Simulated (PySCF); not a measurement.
PySCF input (M06-2X/6-31G* (5d)):

```python
from pyscf import gto, dft

mol = gto.M(
    atom='''
    C     0.59509000    2.32986200    0.64063000
    C     0.29563400    1.15744800    0.31825700
    B    -0.05764200   -0.22567800   -0.06205400
    C     1.05072600   -1.34911900   -0.33137500
    C    -1.57545200   -0.70525500   -0.23350500
    H     1.02463800   -2.09146800    0.47887200
    H     2.06400300   -0.94707300   -0.37868700
    H     0.85139100   -1.91128600   -1.25358100
    H    -2.29864100    0.02843100    0.12609300
    H    -1.78499100   -0.88542100   -1.29741200
    H    -1.76417900   -1.66241000    0.27094100
    ''',
    basis='6-31g*',
    charge=-1,
    spin=0,
    verbose=4,
)

mf = dft.RKS(mol, xc='m062x')
mf.grids.level = 4
mf.conv_tol = 1e-9
mf.max_cycle = 100
mf.max_memory = 1500
mf.kernel()
if not mf.converged:
    mf = mf.newton()
    mf.kernel(mf.make_rdm1())
mf.dip_moment()
```

Output:

```
PySCF version 2.14.0

[INPUT] verbose = 4
[INPUT] num. atoms = 11
[INPUT] num. electrons = 36
[INPUT] charge = -1
[INPUT] spin (= nelec alpha-beta = 2S) = 0
[INPUT] symmetry False subgroup None
[INPUT] Mole.unit = angstrom
[INPUT] Symbol           X                Y                Z      unit          X                Y                Z       unit  Magmom
[INPUT]  1 C      0.595090000000   2.329862000000   0.640630000000 AA    1.124557119467   4.402801088031   1.210615247180 Bohr   0.0
[INPUT]  2 C      0.295634000000   1.157448000000   0.318257000000 AA    0.558667293110   2.187259723426   0.601418567226 Bohr   0.0
[INPUT]  3 B     -0.057642000000  -0.225678000000  -0.062054000000 AA   -0.108927593272  -0.426469612340  -0.117265064934 Bohr   0.0
[INPUT]  4 C      1.050726000000  -1.349119000000  -0.331375000000 AA    1.985584371960  -2.549465419447  -0.626207994528 Bohr   0.0
[INPUT]  5 C     -1.575452000000  -0.705255000000  -0.233505000000 AA   -2.977172802398  -1.332738797980  -0.441260498717 Bohr   0.0
[INPUT]  6 H      1.024638000000  -2.091468000000   0.478872000000 AA    1.936285196822  -3.952301718292   0.904936928723 Bohr   0.0
[INPUT]  7 H      2.064003000000  -0.947073000000  -0.378687000000 AA    3.900400390281  -1.789708589970  -0.715614716933 Bohr   0.0
[INPUT]  8 H      0.851391000000  -1.911286000000  -1.253581000000 AA    1.608895814920  -3.611807085715  -2.368924764958 Bohr   0.0
[INPUT]  9 H     -2.298641000000   0.028431000000   0.126093000000 AA   -4.343801948696   0.053726803448   0.238281236225 Bohr   0.0
[INPUT] 10 H     -1.784991000000  -0.885421000000  -1.297412000000 AA   -3.373144124814  -1.673203194939  -2.451753350724 Bohr   0.0
[INPUT] 11 H     -1.764179000000  -1.662410000000   0.270941000000 AA   -3.333815144709  -3.141499606738   0.512004285916 Bohr   0.0

nuclear repulsion = 126.791423885999
number of shells = 42
number of NR pGTOs = 159
number of NR cGTOs = 82
basis = 6-31g*
ecp = {}

******** <class 'pyscf.dft.rks.RKS'> ********
method = RKS
initial guess = minao
damping factor = 0
level_shift factor = 0
DIIS = <class 'pyscf.scf.diis.CDIIS'>
diis_start_cycle = 1
diis_space = 8
diis_damp = 0
SCF conv_tol = 1e-09
SCF conv_tol_grad = None
SCF max_cycles = 100
direct_scf = True
direct_scf_tol = 1e-13
XC library pyscf.dft.libxc version 7.1.2
    S. Lehtola, C. Steigemann, M. J. T. Oliveira, and M. A. L. Marques,  SoftwareX 7, 1–5 (2018)
XC functionals = m062x
    Y. Zhao and D. G. Truhlar,  Theor. Chem. Acc. 120, 215 (2008)
    Y. Zhao and D. G. Truhlar,  Theor. Chem. Acc. 120, 215 (2008)
radial grids:
    Treutler-Ahlrichs [JCP 102, 346 (1995); DOI:10.1063/1.469408] (M4) radial grids

becke partition: Becke, JCP 88, 2547 (1988); DOI:10.1063/1.454033
pruning grids: <function nwchem_prune>
grids dens level: 4
symmetrized grids: False
atomic radii adjust function: <function treutler_atomic_radii_adjust>
small_rho_cutoff = 0
Set gradient conv threshold to 3.16228e-05
Initial guess from minao.
tot grids = 236784
init E= -181.084752951909
  HOMO = -0.295608757814516  LUMO = -0.0944133601002588  gap/eV = 5.47481
cycle= 1 E= -180.635140908229  delta_E= 0.45  |g|= 0.506  |ddm|= 3.08
  HOMO = 0.0590475768641414  LUMO = 0.252256711069177  gap/eV = 5.25749
cycle= 2 E= -180.679542199937  delta_E= -0.0444  |g|= 0.385  |ddm|= 1.45
  HOMO = -0.0535734758865054  LUMO = 0.207203873607654  gap/eV = 7.09611
cycle= 3 E= -180.722860820336  delta_E= -0.0433  |g|= 0.063  |ddm|= 0.652
  HOMO = -0.0543195743315725  LUMO = 0.19986971734443  gap/eV = 6.91684
cycle= 4 E= -180.72358043067  delta_E= -0.00072  |g|= 0.0455  |ddm|= 0.101
  HOMO = -0.0561003952898087  LUMO = 0.201547170527101  gap/eV = 7.01095
cycle= 5 E= -180.724130077467  delta_E= -0.00055  |g|= 0.0124  |ddm|= 0.0542
  HOMO = -0.0563293332337267  LUMO = 0.202653590014486  gap/eV = 7.04728
cycle= 6 E= -180.724171738523  delta_E= -4.17e-05  |g|= 0.002  |ddm|= 0.0123
  HOMO = -0.0560567735045532  LUMO = 0.202753936643171  gap/eV = 7.04260
cycle= 7 E= -180.724173324948  delta_E= -1.59e-06  |g|= 0.000927  |ddm|= 0.00354
  HOMO = -0.0562156803272282  LUMO = 0.202674734734328  gap/eV = 7.04477
cycle= 8 E= -180.724173700711  delta_E= -3.76e-07  |g|= 0.000215  |ddm|= 0.00191
  HOMO = -0.0562430834487415  LUMO = 0.202692017133945  gap/eV = 7.04598
cycle= 9 E= -180.724173741641  delta_E= -4.09e-08  |g|= 4.63e-05  |ddm|= 0.000743
  HOMO = -0.0562535625215066  LUMO = 0.202688653823737  gap/eV = 7.04618
cycle= 10 E= -180.72417374342  delta_E= -1.78e-09  |g|= 1e-05  |ddm|= 0.000162
  HOMO = -0.0562559201977839  LUMO = 0.202688131179666  gap/eV = 7.04623
cycle= 11 E= -180.724173743466  delta_E= -4.63e-11  |g|= 1.61e-06  |ddm|= 2.92e-05
  HOMO = -0.0562555080348068  LUMO = 0.202688388135947  gap/eV = 7.04622
Extra cycle  E= -180.724173743466  delta_E= 6.82e-13  |g|= 1.05e-06  |ddm|= 3.42e-06
converged SCF energy = -180.724173743466

WARN: System has nonzero charge -1; the dipole moment is origin-dependent.
Location of origin: [0. 0. 0.]

Dipole moment(X, Y, Z, Debye): -1.82199, -7.13346, -1.96147
```

The dipole moment of an ion depends on the origin.

The geometry given is a B3LYP-D3(BJ)/def2-TZVP minimum.
